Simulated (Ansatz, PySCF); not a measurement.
A series of H-Si bond dissociation energy values:

A. C[SiH](C)F [fluoro(dimethyl)silane] → C[Si](C)F + H atom
B. F[SiH2][SiH2]F → F[SiH][SiH2]F + H atom
C. F[SiH2][SiH3] -> F[SiH2][SiH2] + H atom
D. O[SiH3] [hydroxysilane] → O[SiH2] + H atom
E. C[SiH](C)[SiH2]Cl → C[Si](C)[SiH2]Cl + H atom

Quantity: bond dissociation energy (enthalpy at 298 K, with B3LYP-D3(BJ) rigid-rotor harmonic-oscillator terms from PySCF), kcal/mol. Geometries: B3LYP-D3(BJ)/def2-TZVP minima from Ansatz (a first-principles code), one conformer each, not searched for the lowest. Correlated levels leave the core frozen unless marked. UHF or UKS for open shells. No spin-orbit coupling. Non-relativistic. Basis-set limits of correlation are two-point, X^-3; Hartree-Fock from the larger set. [CCSD(T)-MP2]/basis is that difference in the basis named.

```csv
,HF/cc-pV(Q+d)Z (Ansatz),B97M-V/def2-TZVPD (Ansatz),LC-wPBE-D3(BJ)/def2-TZVPD (Ansatz + dftd3),"RI-MP2/CBS(cc-pV(T+d)Z,cc-pV(Q+d)Z)+[CCSD(T)-MP2]/cc-pV(T+d)Z (Ansatz)"
A,75.9,94.6,91.1,…
B,71.4,88.2,86.4,…
C,68.8,86.4,84.8,…
D,73.3,90.9,88.2,…
E,71.3,89.3,87.2,…
```

Task: What belongs in the gaps?

Result: 
- A, RI-MP2/CBS(cc-pV(T+d)Z,cc-pV(Q+d)Z)+[CCSD(T)-MP2]/cc-pV(T+d)Z (Ansatz): 96.8
- B, RI-MP2/CBS(cc-pV(T+d)Z,cc-pV(Q+d)Z)+[CCSD(T)-MP2]/cc-pV(T+d)Z (Ansatz): 91.9
- C, RI-MP2/CBS(cc-pV(T+d)Z,cc-pV(Q+d)Z)+[CCSD(T)-MP2]/cc-pV(T+d)Z (Ansatz): 89.3
- D, RI-MP2/CBS(cc-pV(T+d)Z,cc-pV(Q+d)Z)+[CCSD(T)-MP2]/cc-pV(T+d)Z (Ansatz): 93.8
- E, RI-MP2/CBS(cc-pV(T+d)Z,cc-pV(Q+d)Z)+[CCSD(T)-MP2]/cc-pV(T+d)Z (Ansatz): 91.9
